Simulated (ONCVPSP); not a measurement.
## What the settings do to the ONCV potential of Hf (Z = 72)

Base potential:

hafnium (Hf), optimised norm-conserving Vanderbilt (ONCV), made with ONCVPSP 4.0.1 (PBEsol, scalar-relativistic). Core [Kr] 4d10 4f14, reference 5s2 5p6 5d2 6s2. Waves: 5s+6s: rc 2.20 bohr, ncon 5, nbas 10, qcut 5.8 1/bohr, 2 projectors; 5p: rc 2.05 bohr, ncon 4, nbas 7, qcut 8.5 1/bohr, 1 projector; 5d: rc 2.30 bohr, ncon 5, nbas 10, qcut 6.2 1/bohr, 2 projectors, debl 2.8 Ha. Local part: polynomial inside 1.30 bohr (lpopt 5, dvloc0 4 Ha). Core correction: Teter function, fcfact 2.75, rcfact 1.7.

All-electron outer shells of the reference configuration (PBEsol, scalar-relativistic, ld1.x):

```tsv
shell	level (eV)	outermost node (bohr)	outermost maximum (bohr)
5s	-67.04	0.55	1.01
5p	-35.59	0.60	1.16
4f	-16.86	–	0.45
6s	-5.13	1.37	2.89
5d	-2.71	0.67	1.69
```

Cutoffs, loose and tight: the cutoffs (Ha) at which the residual kinetic energy of the hardest occupied pseudo-wave falls to 1 and 0.1 mHa per electron. They do not see the model core or the augmentation charge, which bear on the density cutoff. Test errors are all-electron minus pseudo excitation energies from the reference, over the configurations 5s2 5p6 5d2 6s1; 5s2 5p6 5d2 6s0; 5s2 5p6 5d1 6s0; 5s2 5p6 5d1 6s2. A dash means not determined; rows that change the core or the reference have their own tests. The largest error is taken over the tests solved by every variant that gives reliable tests at all: 5s2 5p6 5d1 6s2; 5s2 5p6 5d2 6s0; 5s2 5p6 5d2 6s1.

| change | outcome | cutoff, loose | cutoff, tight | bound ghosts | GHOST(+) flags above zero | largest test error (meV) |
| --- | --- | --- | --- | --- | --- | --- |
| base | generated | 18 Ha | 23 Ha | none | none | -16 |
| local potential polynomial inside 1.30 bohr (lpopt 5, dvloc0 0 Ha) | generated | 18 Ha | 23 Ha | none | s | -16 |
| core correction Teter function, fcfact 5.25, rcfact 1.3 | generated | 18 Ha | 23 Ha | none | none | -7.7 |
| s: rc 1.68 | generated | 18 Ha | 91 Ha | none | s | -15 |

Problem. What comes out with this change to the base: reference 5s2 5p6 5d2; wave 5s+6s: rc 2.20 bohr, ncon 5, nbas 10, qcut 5.8 1/bohr, 2 projectors becomes 5s: rc 2.20 bohr, ncon 5, nbas 10, qcut 5.8 1/bohr, 2 projectors, debl 3.1 Ha?

Solution. outcome: generated, projector energies reset by the program; cutoff, loose: 18 Ha; cutoff, tight: 23 Ha; bound ghosts: none; GHOST(+) flags above zero: none; largest test error (meV): -53.

Problem. What comes out with this change to the base: p: rc 3.04?

Solution. outcome: generated; cutoff, loose: 12 Ha; cutoff, tight: 15 Ha; bound ghosts: none; GHOST(+) flags above zero: none; largest test error (meV): -16.

Problem. What comes out with this change to the base: all radii but the core radius scaled by about 0.83 (s 1.84, p 1.70, d 1.92 bohr); local potential polynomial inside 1.08 bohr (lpopt 5, dvloc0 4 Ha)?

Solution. outcome: generated; cutoff, loose: 23 Ha; cutoff, tight: 33 Ha; bound ghosts: none; GHOST(+) flags above zero: s; largest test error (meV): -16.
